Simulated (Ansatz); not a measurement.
C2H6O2SSi can be A, `O=COC[SiH2]S`, or B, `O/C([SiH3])=C(\O)S`.

Isolated molecules relaxed with PBE0-D4/def2-TZVP in Ansatz; ΔE leaves out vibrations. CCSD(T)/CBS is the MP2 limit (def2-TZVPP, def2-QZVPP) plus CCSD(T) − MP2 in def2-TZVPP, frozen cores. Functionals use def2-TZVPP. B3LYP here is the variant with VWN-RPA as its local correlation; programs differ in this. Each species was taken in one conformer, which may not be the lowest.

A:

Z-matrix (Å, degrees):
```
C
Si 1 1.892
O 1 1.438 2 111.1
H 1 1.093 2 110.5 3 122.3
H 1 1.091 2 110.4 3 -117.3
S 2 2.140 1 105.6 3 -169.6
H 2 1.483 1 109.3 3 -47.7
H 2 1.485 1 110.6 3 72.5
C 3 1.332 1 116.1 2 91.0
H 6 1.342 2 94.0 1 -147.0
O 9 1.196 3 126.0 1 0.2
H 9 1.099 3 108.9 1 179.9
```

B:

```xyz
12

O    -1.425    1.182   -0.157
C    -0.339    0.344    0.014
Si    1.364    0.825   -0.575
C    -0.606   -0.825    0.615
O    -1.847   -1.207    0.987
S     0.705   -1.880    1.074
H    -1.159    1.955   -0.659
H     1.143    2.140   -1.254
H     1.914   -0.131   -1.566
H     2.343    1.037    0.520
H    -2.456   -0.511    0.703
H     0.365   -2.929    0.299
```

Q: Which isomer does CCSD(T)/CBS put lower? Give the gap. (Estimate.)

A: The calculation gave: A, by 34.3 kcal/mol.

Q: Give E(B) − E(A) in kcal/mol with PBE-D4, MP2/def2-TZVPP, CCSD(T)/def2-TZVPP, r2SCAN-D4, PBE0-D4, B3LYP, ωB97M-V. (An estimate is asked.)

A: Ansatz gave: PBE-D4 33.3, MP2/def2-TZVPP 35.4, CCSD(T)/def2-TZVPP 35.9, r2SCAN-D4 35.5, PBE0-D4 34.2, B3LYP 36.7, ωB97M-V 35.5. None reverses the order clearly.

Largest T1 diagnostic: 0.015.

The D4 term adds −1.3 kcal/mol with B3LYP and −0.6 kcal/mol with PBE0; it sums over pairs of atoms, weighted by their polarisabilities, and B3LYP, whose exchange is more repulsive, gets the larger term. In def2-TZVPP, CCSD(T) changes the Hartree–Fock value by −7.2 kcal/mol (the triples alone add −1.0 kcal/mol) and MP2 by −7.7 kcal/mol.
